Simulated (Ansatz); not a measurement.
Geometry optimisation, RKS CAM-B3LYP/cc-pVDZ (Ansatz).

Input:

```yaml
crystal:
  periodic: [false, false, false]
  atoms:
    - { symbol: B, position_ang: [0.0, 0.0, 0.0] }
    - { symbol: F, position_ang: [0.0, 0.0, 1.67] }
    - { symbol: "N", position_ang: [1.3423, 0.0, -0.775] }
    - { symbol: H, position_ang: [1.8089, -0.9179, -1.0268] }
    - { symbol: H, position_ang: [1.7937, 0.9179, -1.0532] }
    - { symbol: O, position_ang: [-1.2211, 0.0, -0.705] }
    - { symbol: H, position_ang: [-1.7308, -0.8467, -0.4965] }
    - { symbol: Cl, position_ang: [0.0968, 2.0475, 0.6811] }
    - { symbol: H, position_ang: [0.0504, 1.0668, 1.6505] }
basis:
  gaussian: { orbitals: cc-pVDZ }
hamiltonian:
  xc: cam_b3lyp
relax:
  f_tol: 0.15
  max_steps: 25
  restrain:
    - { distance: [0, 7], at: 3.06, k: 30.0 }
    - { distance: [8, 1], at: 2.12, k: 30.0 }
    - { distance: [0, 1], at: 1.32, k: 30.0 }
    - { distance: [8, 7], at: 1.37, k: 30.0 }
output:
  orbitals: {}
```

Run as:

```bash
$ ansatz run input.yaml --threads 4 --pin off --max-ram 5120MiB --backend cpu --events-out ev --progress --plain --runs-dir out
```

Question: Where does it end, and by what steps?

Answer: The forces met the threshold. The restraints hold the end off the free minimum; the threshold counts their pulls, which the force column leaves out. Restrained pairs: B1–Cl8 (2.16 → 3.07 Å), F2–H9 (1.07 → 2.12 Å), B1–F2 (1.67 → 1.35 Å), Cl8–H9 (1.38 → 1.33 Å). After 13 steps the energy has fallen by 3.795 eV (the restraints' own energy left out); H5 moved furthest, 1.21 Å.

| step | energy less start (eV) | largest force component (eV/Å) | accepted |
| --- | --- | --- | --- |
| 0 | 0.0000 | 5.658 | yes |
| 1 | -1.1334 | 2.581 | yes |
| 2 | -1.8753 | 2.719 | yes |
| 3 | -2.4076 | 2.801 | yes |
| 4 | -2.8243 | 2.296 | yes |
| 5 | -3.0487 | 1.679 | yes |
| 6 | -3.2286 | 1.394 | yes |
| 7 | -3.4045 | 1.032 | yes |
| 8 | -3.4261 | 1.917 | yes |
| 9 | -3.6538 | 0.995 | yes |
| 10 | -3.7572 | 1.015 | yes |
| 11 | -3.7708 | 0.972 | yes |
| 12 | -3.7814 | 1.004 | yes |
| 13 | -3.7952 | 0.893 | yes |

```xyz
9
Properties=species:S:1:pos:R:3
B 0.118 -0.272 -0.180
F 0.103 -0.585 1.131
N 1.345 -0.190 -0.840
H 2.227 -0.350 -0.379
H 1.405 0.058 -1.817
O -1.059 -0.109 -0.846
H -1.820 -0.112 -0.255
Cl -0.216 2.453 1.197
H 0.038 1.373 1.935
```

The run took 19 s on 4 threads of Arm Neoverse V2, on a shared host, peak memory 0.23 GiB.
